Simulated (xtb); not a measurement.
Si(H)3(Et) (C₂H₈Si), SMILES C(C)[SiH3]. All values are semi-empirical tight-binding results from xtb (GFN2-xTB unless named), good for trends rather than for accurate numbers. Coordinates come from a GFN2-xTB optimisation.

Optimised geometry:

Bond lengths (Å): Si1–C2 1.902, Si1–H4 1.464, Si1–H5 1.465, Si1–H6 1.465, C2–C3 1.525, C2–H7 1.092, C2–H8 1.092, C3–H9 1.088, C3–H10 1.088, C3–H11 1.090. Bond angles (°): C2–Si1–H4 109.1, C2–Si1–H5 109.5, C2–Si1–H6 109.5, H4–Si1–H5 109.7, H4–Si1–H6 109.7, H5–Si1–H6 109.3, Si1–C2–C3 113.0, Si1–C2–H7 109.7, Si1–C2–H8 109.7, C3–C2–H7 109.0, C3–C2–H8 109.0, H7–C2–H8 106.2, C2–C3–H9 110.7, C2–C3–H10 110.7, C2–C3–H11 111.0, H9–C3–H10 108.1, H9–C3–H11 108.1, H10–C3–H11 108.1.
Charge 0, spin multiplicity 1.

Computed properties:
```yaml
point_group_as_xtb_finds_it: Cs
orbital_gap: 5.97 eV
dipole_moment: 0.31 D
zero_point_energy: 55.5 kcal/mol
G − E(el) at 298.15 K (modified RRHO): 38.2 kcal/mol
static polarisability (D4 model): 56.8 bohr³
solvation energy, GFN2-xTB/ALPB(water): 0.5 kcal/mol
solvation energy, GFN2-xTB/ALPB(chcl3): -2.2 kcal/mol
```

Computed atomic charges and the Wiberg bond orders between heavy atoms:
charges (e) Si1 0.44, C2 -0.15, C3 -0.10, H4 -0.11, H5 -0.10, H6 -0.10, H7 0.01, H8 0.01, H9 0.02, H10 0.02, H11 0.03. Bond orders Si1–C2 0.90, C2–C3 1.03.
